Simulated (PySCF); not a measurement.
CH₇FO₂Si₂, SMILES CO[Si@H](F)O[SiH3].

The structure is a stationary point at PBE-D3(BJ)/def2-SVP. The structure was generated by enumeration; whether it is a known compound was not checked. Other conformers were not sampled.

Calculation: PBE-D3(BJ)/def2-SVP run with PySCF 2.14.0.

Frequencies are harmonic and unscaled.

```tsv
mode	ν (cm⁻¹)	IR (km/mol)	moving atoms (share of kinetic energy)
1	25	0.3	O 30 %, H 29 %, Si 25 %, C 15 %
2	53	1.3	H 61 %, C 20 %
3	65	2.2	H 44 %, F 24 %, O 16 %, Si 11 %
4	66	0.5	F 28 %, H 27 %, O 22 %, Si 19 %
5	83	0.8	H 85 %
6	153	9.0	C 36 %, O 32 %, H 23 %
7	286	18.4	O 58 %, F 22 %, Si 14 %
8	316	5.9	O 44 %, F 28 %, Si 20 %
9	431	52.0	O 43 %, Si 35 %, F 14 %
10	597	9.2	Si 59 %, O 19 %, H 18 %
11	698	43.5	H 84 %, Si 9 %
12	713	37.6	H 80 %, O 10 %, Si 10 %
13	743	6.4	H 36 %, O 20 %, Si 18 %, C 18 %
14	798	24.9	H 74 %, F 18 %
15	837	287.4	H 60 %, Si 25 %
16	902	114.2	Si 40 %, H 30 %, F 24 %
17	915	66.8	H 95 %
18	918	128.1	H 89 %, Si 8 %
19	958	374.5	H 76 %, Si 17 %
20	1057	363.2	O 71 %, Si 18 %, H 11 %
21	1122	139.6	H 38 %, O 31 %, C 29 %
22	1133	5.6	H 75 %, C 19 %
23	1175	144.0	H 40 %, O 33 %, C 24 %
24	1419	2.7	H 91 %
25	1423	6.0	H 95 %
26	1426	5.2	H 95 %
27	2168	78.6	H 98 %
28	2174	124.2	H 96 %
29	2194	113.8	H 96 %
30	2288	98.4	H 97 %
31	2938	53.2	H 97 %
32	3016	29.9	H 90 %, C 10 %
33	3055	23.7	H 90 %, C 10 %
```
